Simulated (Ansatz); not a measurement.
Total energies of C$_{6}$H$_{14}$Cl$_{2}$O$_{2}$Sn, SMILES `CC(C)[O][Sn]([Cl])([Cl])[O]C(C)C`.

| atom | x (Å) | y (Å) | z (Å) |
| --- | --- | --- | --- |
| C1 | -1.8989 | 3.0672 | 0.0007 |
| C2 | -1.5487 | 1.7128 | 0.5773 |
| C3 | -2.2863 | 0.5820 | -0.1095 |
| O4 | -0.1380 | 1.5481 | 0.4166 |
| Sn5 | 0.9404 | 0.4526 | 1.5928 |
| Cl6 | -0.4591 | -0.6590 | 3.0613 |
| Cl7 | 2.4152 | 1.7634 | 2.7545 |
| O8 | 2.0069 | -0.8194 | 0.6083 |
| C9 | 1.3809 | -1.7396 | -0.2927 |
| C10 | 2.2634 | -2.9668 | -0.3446 |
| C11 | 1.1961 | -1.0963 | -1.6515 |
| H12 | -2.9685 | 3.2634 | 0.1065 |
| H13 | -1.3471 | 3.8563 | 0.5135 |
| H14 | -1.6425 | 3.1015 | -1.0609 |
| H15 | -1.8074 | 1.7062 | 1.6449 |
| H16 | -2.0242 | -0.3833 | 0.3315 |
| H17 | -2.0355 | 0.5596 | -1.1729 |
| H18 | -3.3671 | 0.7094 | -0.0114 |
| H19 | 0.3970 | -2.0376 | 0.1013 |
| H20 | 1.8376 | -3.7173 | -1.0148 |
| H21 | 2.3704 | -3.4054 | 0.6486 |
| H22 | 3.2564 | -2.6962 | -0.7114 |
| H23 | 0.5749 | -0.2006 | -1.5804 |
| H24 | 0.7174 | -1.7921 | -2.3452 |
| H25 | 2.1668 | -0.8091 | -2.0626 |

The species carries charge 0 and has multiplicity 1. Correlated methods include outer-core shells of Sn, which these sets cover unevenly. Sn: def2 effective core potential. The structure was optimised at the PBE0-D4/def2-TZVP level. It is one conformer, not always the lowest. Basis def2-TZVPP, Ansatz 0.2.0.

RPA on PBE orbitals: Hartree–Fock energy of these orbitals -1517.60534 Eh, correlation -3.53750 Eh (frozen core).

| functional | energy without D4 (Eh) | D4 term (kJ/mol) |
| --- | --- | --- |
| PBE | -1521.65273 | -72.7 |
| revPBE | -1522.26609 | -200.8 |
| BLYP | -1522.29413 | -152.1 |
| r2SCAN | -1522.33364 | -20.9 |
| B3LYP | -1522.63594 | -114.9 |
| r2SCANh | -1522.30061 | -22.3 |
| r2SCAN0 | -1522.25408 | -24.5 |
| HSE06 (plane-wave form) | -1521.73895 | -59.7 |
| BHLYP | -1522.22780 | -91.1 |
| CAM-B3LYP | -1522.35381 | -65.4 |
| LC-ωPBE | -1522.08145 | – |
| ωB97M-V | -1522.26567 | – |
| B2PLYP | -1521.73846 | – |
| PBE-QIDH | -1521.37287 | – |

Q: Give the same for LDA (SPW92), B97M-V, PBE0, ωB97X-V. (An estimate is asked.)

A: Ansatz gave: 
| functional | energy without D4 (Eh) | D4 term (kJ/mol) |
| --- | --- | --- |
| LDA (SPW92) | -1515.91156 | – |
| B97M-V | -1522.26584 | – |
| PBE0 | -1521.77735 | -63.4 |
| ωB97X-V | -1522.26834 | – |

B3LYP takes the VWN-RPA correlation (the form of Gaussian; ORCA's B3LYP/G). HSE06 is the plane-wave form, built on full-range PBE exchange. The double hybrids freeze the cores in their second-order part.

LC-ωPBE has ω = 0.4 bohr⁻¹.
